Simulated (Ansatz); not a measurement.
`C[BH][GeH3]` + `N[SiH3]` → `[SiH3][NH][GeH3]` + `BC`  (cleavage of the Ge–B bond)

Computed with Ansatz on PBE0-D4/def2-TZVP structures; ΔE is electronic, products minus reactants. CCSD(T)/CBS is the MP2 limit (def2-TZVPP, def2-QZVPP) plus CCSD(T) − MP2 in def2-TZVPP, frozen cores. This one scheme is used for every species. Functionals use def2-TZVPP. B3LYP here is the variant with VWN-RPA as its local correlation; programs differ in this. HSE06 is defined as in plane-wave codes. For Ge outer-core shells are correlated without core-valence functions, which leaves a few kJ/mol of doubt a bond. Scalar relativity is left out up to krypton.

| level | ΔE (kcal/mol) | difference from CCSD(T)/CBS |
| --- | --- | --- |
| LDA (SPW92) | 1.0 | 4.2 |
| revPBE-D4 | -1.0 | 2.2 |
| BLYP-D4 | -2.6 | 0.6 |
| r2SCAN-D4 | -1.9 | 1.3 |
| B97M-V | -2.4 | 0.8 |
| PBE0-D4 | -1.4 | 1.8 |
| r2SCANh-D4 | -2.1 | 1.1 |
| r2SCAN0-D4 | -2.5 | 0.7 |
| HSE06-D4 | -1.4 | 1.8 |
| BHLYP-D4 | -5.1 | -1.9 |
| CAM-B3LYP-D4 | -3.9 | -0.7 |
| ωB97X-V | -3.7 | -0.5 |
| ωB97M-V | -3.5 | -0.3 |
| B2PLYP | -3.9 | -0.7 |
| PBE-QIDH | -3.4 | -0.2 |
| PBE | 0.3 | 3.5 |
| revPBE | 0.2 | 3.4 |
| BLYP | -1.7 | 1.5 |
| r2SCAN | -1.8 | 1.4 |
| PBE0 | -1.0 | 2.2 |
| B3LYP | -2.6 | 0.6 |
| r2SCAN0 | -2.4 | 0.8 |
| HSE06 | -1.0 | 2.2 |
| BHLYP | -4.4 | -1.2 |
| CAM-B3LYP | -3.5 | -0.3 |
| LC-ωPBE | -2.4 | 0.8 |
| HF/def2-SVP | -7.7 | -4.5 |
| MP2/def2-SVP | -6.7 | -3.5 |
| CCSD/def2-SVP | -5.7 | -2.5 |
| CCSD(T)/def2-SVP | -5.6 | -2.4 |
| HF/def2-TZVPP | -7.3 | -4.1 |
| MP2/def2-TZVPP | -5.3 | -2.1 |
| SCS-MP2/def2-TZVPP | -6.1 | -2.9 |
| CCSD/def2-TZVPP | -4.2 | -1.0 |
| CCSD(T)/def2-TZVPP | -4.1 | -0.9 |
| HF/def2-QZVPP | -7.6 | -4.4 |
| MP2/def2-QZVPP | -4.9 | -1.7 |
| SCS-MP2/def2-QZVPP | -5.8 | -2.6 |
| HF/CBS(def2) | -7.7 | -4.5 |
| MP2/CBS(def2) | -4.5 | -1.3 |
| CCSD(T)/CBS | -3.2 | 0 |

Largest T1 diagnostic among the species: 0.012.

The D4 term adds −0.7 kcal/mol with B3LYP and −0.4 kcal/mol with PBE0; it sums over pairs of atoms, weighted by their polarisabilities, and B3LYP, whose exchange is more repulsive, gets the larger term. From PBE to PBE0 (25 % exact exchange), in def2-TZVPP and without D4, ΔE moves by −1.3 kcal/mol. At CCSD(T), def2-SVP lies −2.4 kcal/mol from the extrapolated value and def2-TZVPP −0.9 kcal/mol.
